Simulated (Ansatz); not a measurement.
`C#CBN` + H–F → `NBF` + acetylene at 600 K and 1 bar (ligand exchange at a B–C bond).

Computed with Ansatz on PBE0-D4/def2-TZVP structures; ΔE is electronic, products minus reactants. CCSD(T)/CBS is the MP2 limit (def2-TZVPP, def2-QZVPP) plus CCSD(T) − MP2 in def2-TZVPP, frozen cores. This one scheme is used for every species. Each species was taken in one conformer, which may not be the lowest.

```tsv
species	CCSD(T)/CBS energy (Eh)	H − E (kJ/mol)	S (J/(mol·K))
`C#CBN`	-157.99831	200.7	351.0
H–F	-100.39570	42.3	194.0
`NBF`	-181.19761	145.2	305.2
`C#C`	-77.22717	96.2	235.4
```

H − E and S are ideal-gas, rigid-rotor, harmonic terms from PBE0-D4/def2-TZVP, for one conformer and one mirror image of each species. 1 Eh = 2625.50 kJ/mol, R = 8.31446 J/(mol·K).

Task: By hand: ΔE, ΔH, ΔS and ΔG.

Result: ΔE = (-181.19761) + (-77.22717) − (-157.99831) − (-100.39570) = -0.03077 Eh = -80.8 kJ/mol. Δ(H − E) = 145.2 + 96.2 − 200.7 − 42.3 = -1.6, so ΔH = -82.4 kJ/mol. ΔS = 305.2 + 235.4 − 351.0 − 194.0 = -4.4 J/(mol·K). ΔG = -82.4 − 600 × (-4.4)/1000 = -79.8 kJ/mol.

Task: By hand: the equilibrium constant, and the temperature at which ΔG would vanish if ΔH and ΔS stayed fixed.

Result: log₁₀ K = −ΔG/(RT ln 10) = 6.9. ΔG = 0 at ΔH/ΔS = 18727 K, far beyond where these terms or the molecules hold.

The number of gas molecules stays the same, so ΔS is small and ΔH decides. A doubt of 5 kJ/mol in ΔE shifts log₁₀ K by 0.4 here. Other conformers and mirror images would add mixing entropy, several J/(mol·K) or more a flexible species. These are equilibria of isolated gas molecules and say nothing of rates. Largest T1 diagnostic: 0.014 (customary marks: 0.02 for closed shells, 0.045 for open ones).
